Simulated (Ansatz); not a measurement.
System: BAsH₃, charge 0, doublet. BAsH3 (SMILES B[AsH], doublet).
B3LYP-D3(BJ)/def2-TZVP minimum from Ansatz (a program for electronic structure):
```xyz
5

B     -1.6292    -0.1803    -0.0737
As     0.3699     0.0086    -0.0132
H      0.3740     1.0861     1.0741
H     -2.3335     0.7618     0.1045
H     -2.1025    -1.2296    -0.3755
```
Charge 0, spin multiplicity 2.

Total energies in cc-pVDZ, 11 correlated electrons, 15 frozen orbitals. UHF or UKS for unpaired electrons; spin-orbit terms are left out. Correlated methods leave the cores frozen (noble-gas shells, and filled d and f shells in the p block). No relativity.

| method | program | energy (Eh) | minus CCSDTQ (mEh) |
|---|---|---|---|
| HF | Ansatz | -2260.56096 | 218.73 |
| MP2 | Ansatz | -2260.73499 | 44.70 |
| CCSD | Ansatz | -2260.77278 | 6.91 |
| CCSD(T) | Ansatz | -2260.77836 | 1.32 |
| CCSDT(Q) | Ansatz | -2260.77968 | 0.01 |
| CCSDTQ | Ansatz | -2260.77968 | 0.00 |

Rough core times of Ansatz's runs on a shared machine: CCSD(T) under 20 s, CCSDT(Q) 80 s, CCSDTQ 3 h.
